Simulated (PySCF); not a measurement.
## Electronic absorption of C5H10NOP

Species: C5H10NOP.
SMILES: `CC(C)[P@@H](=O)CC#N`

Method: TDDFT CAM-B3LYP/def2-SVPD, vertical, gas phase, core orbitals frozen in the response in PySCF. The structure is a single GFN2-xTB conformer in the gas phase; no vibrational or solvent corrections. Torsions of this conformer, `[CH3:1][CH:2]([CH3:3])[P@@H:4](=[O:5])[CH2:6][C:7]#[N:8]`: C1–C2–P4–O5 61°, C2–P4–C6–C7 46°.

**Question.** Predict the UV-vis stick spectrum at this level.

**Answer.** 

```tsv
state	E (eV)	E (hartree)	f	main configurations (H = HOMO, L = LUMO)
S1	7.32	0.2691	0.023	H→L+1 (73%), H→L+5 (9%)
S2	7.42	0.2728	0.019	H-1→L+1 (62%), H-1→L+3 (10%)
S3	7.62	0.2801	0.0097	H→L+3 (19%), H-3→L+3 (18%), H-1→L+3 (10%)
S4	7.68	0.2821	0.0086	H→L (71%), H-1→L (9%)
S5	7.83	0.2877	0.016	H-1→L (35%), H→L (10%), H→L+2 (9%)
S6	7.95	0.2921	0.0068	H→L+2 (32%), H-1→L+2 (14%), H-2→L+1 (11%)
S7	7.98	0.2931	0.018	H→L+2 (26%), H-1→L (21%), H-2→L+1 (13%)
S8	8.04	0.2954	0.031	H-1→L+2 (35%), H-1→L (13%)
```

Triplets, Tamm–Dancoff:

```
state  E (eV)  λ (nm)     main configurations (H = HOMO, L = LUMO)
   T1    6.33   195.7  H-3→L+1 (13%), H-2→L+3 (12%), H-3→L+2 (11%)
   T2    6.89   180.0    H-2→L+3 (31%), H→L+1 (17%), H-2→L+5 (10%)
   T3    6.94   178.6   H-3→L+3 (20%), H-2→L+1 (13%), H-2→L+2 (9%)
```

The lowest singlet comes at 169 nm (707 kJ/mol) in the vacuum ultraviolet; it is weak; its leading configuration is HOMO→LUMO+1 (73%). The strongest level in the table is S8 at 8.04 eV (154 nm, f = 0.031). It is the last of those listed, so stronger ones may follow. Löwdin shares by element: HOMO oxygen 49%, carbon 20% or more, phosphorus 15% (atoms not listed hold the other 16%); LUMO carbon 34% or more, hydrogen 19% or more (atoms not listed hold the other 47%). The listed states span 0.72 eV, and the widest gap between neighbours is 0.20 eV (S2 to S3). Orbital energies (eV): HOMO-3 -11.50, HOMO-2 -11.39, HOMO-1 -9.82, HOMO -9.60, LUMO 0.90, LUMO+1 1.14, LUMO+2 1.34. Of the 8 states listed, 5 reach f = 0.01 and none stays under 0.0005. Singlets were solved by full linear response, triplets in the Tamm–Dancoff approximation.

Time: 86 s wall; peak memory 1.2 GiB. Hardware: an Arm Neoverse V1 with one thread, shared host with 32 logical CPUs at a one-minute load of 23.
